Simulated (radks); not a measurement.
Charge is removed step by step from the 4s down level of Xe17+, starting from [Ar] 3d10 4s(up 1, down 1) 4p6 4d1. All-electron calculation, scalar-relativistic Kohn-Sham, SCAN, spin-polarised, spherical densities, finite nucleus; open shells are filled with parallel spins first (spin-orbit coupling, left out, can overturn this in heavy ions); meta-GGA in the generalised Kohn-Sham scheme; Fermi nuclear charge, rms radius 4.7859 fm. Program: a radial shooting solver on a logarithmic mesh with Libxc functionals.

removed (e)  E - E(0) (eV)  eigenvalue (eV)
0                    0.000          -571.85
0.25                143.90          -579.71
0.5                 289.77          -587.56
0.75                437.57          -595.35

The mean slope of the eigenvalue, de/dn, is 31.3 eV per electron.
